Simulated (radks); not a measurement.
Effect of the nuclear size on neutral platinum, [Xe] 4f14 5d9 6s1. Method: Dirac Kohn-Sham, relativistic LDA (MacDonald-Vosko exchange, VWN5 correlation), spin-unpolarised, spherical densities, finite nucleus; open shells fill j = l - 1/2 first; Fermi nuclear charge, rms radius 5.427 fm; computed with a radial shooting solver on a logarithmic mesh with Libxc functionals. The rms radius is varied about that value; shifts are against it.

rms radius (fm)  total energy shift (eV)  density at nucleus (e/bohr^3)  1s1/2 shift (meV)  2s1/2 shift (meV)  5s1/2 shift (meV)  5p1/2 shift (meV)  6s1/2 shift (meV)  5d5/2 shift (meV)  6p1/2 (empty) shift (meV)
4.499                              -27.4                      2.092e+06             -11000              -1600              -17.6              0.074              -1.32              0.514                      0.167
5.2642                             -5.04                      1.968e+06              -2010               -295              -3.23              0.013             -0.242              0.094                      0.031
5.427                                  0                      1.945e+06              0.000              0.000              0.000              0.000              0.000              0.000                      0.000
5.91                                15.5                      1.881e+06               6190                906               9.94             -0.040              0.744             -0.290                     -0.094
6.762                               44.8                      1.785e+06              17900               2620               28.7             -0.112               2.15             -0.838                     -0.272

Slopes of the eigenvalues against <r^2> in GHz/fm^2, as finite differences over the two radii next to the reference (eigenvalue slopes, not the field-shift constants of lines): 1s1/2 275000, 2s1/2 40200, 5s1/2 441, 5p1/2 -1.78, 6s1/2 33.0, 5d5/2 -12.9, 6p1/2 (empty) -4.18.
